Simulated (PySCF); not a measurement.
Input of a run (PBE0-D3(BJ)/def2-SVP geometry optimisation, gas phase (PySCF 2.14.0)), started from GFN2-xTB:
```
{"job": {"xc": "PBE0", "basis": "def2-SVP", "d3": "d3bj", "grid": 1, "kind": "geom"}, "charge": 0, "multiplicity": 1}
B      2.644501     0.490198     0.384307
C      1.498600    -0.484229     0.120125
C      0.204864    -0.128160     0.190996
S     -1.126959    -1.212066    -0.090313
C     -2.536461    -0.090814     0.168599
H      2.410316     1.606139     0.652282
H      3.753231     0.122911     0.321113
H      1.694287    -1.519901    -0.134177
H     -0.095854     0.880183     0.435925
H     -2.504518     0.308310     1.178047
H     -3.435844    -0.682464     0.032731
H     -2.504965     0.709206    -0.565016
```

Output (energies in Eh, forces in Eh/bohr):
```
step   0  E = -540.98486522  max force = 0.019563
step   1  E = -540.98788410  max force = 0.003413
step   2  E = -540.98790056  max force = 0.001742
step   3  E = -540.98794215  max force = 0.000800
step   4  E = -540.98794530  max force = 0.000462
step   5  E = -540.98794925  max force = 0.000100
optimisation converged
```

Task: Summarise the run.

Result: The energy falls by 8.1 kJ/mol over 6 energy and gradient evaluations, the largest force component goes from 0.0196 to 1.0e-04 Eh/bohr, and the atoms move by 0.058 Å rms after alignment. Among the bonds, B1–H6 and B1–H7 change most and about equally (+0.041 to +0.042 Å). Bonds longer at the end by more than 0.005 Å: 8 of 11; shorter: 2. Among the angles that change most is B1–C2–C3, from 123.0° to 119.4°. The energy never rose by more than 1e-6 Eh on the way. The first step brought 98 % of the lowering.

Task: What are the final bond lengths?

Result: B1–C2 1.523 Å, C2=C3 1.359 Å, C3–S4 1.726 Å, S4–C5 1.806 Å, B1–H6 1.214 Å, B1–H7 1.210 Å, C2–H8 1.097 Å, C3–H9 1.098 Å, C5–H10 1.099 Å, C5–H11 1.098 Å, C5–H12 1.099 Å. Numbering counts from 1 in the input's order; the species is `B/C=C/SC`.

The run used 109 basis functions and 39 SCF cycles in all.

Not checked by PBE0-D3(BJ)/def2-SVP frequencies. One conformer, not necessarily the lowest.

Shape of the structure used: `[BH2:1]/[CH:2]=[CH:3]/[S:4][CH3:5]`: C2–C3–S4–C5 180°.
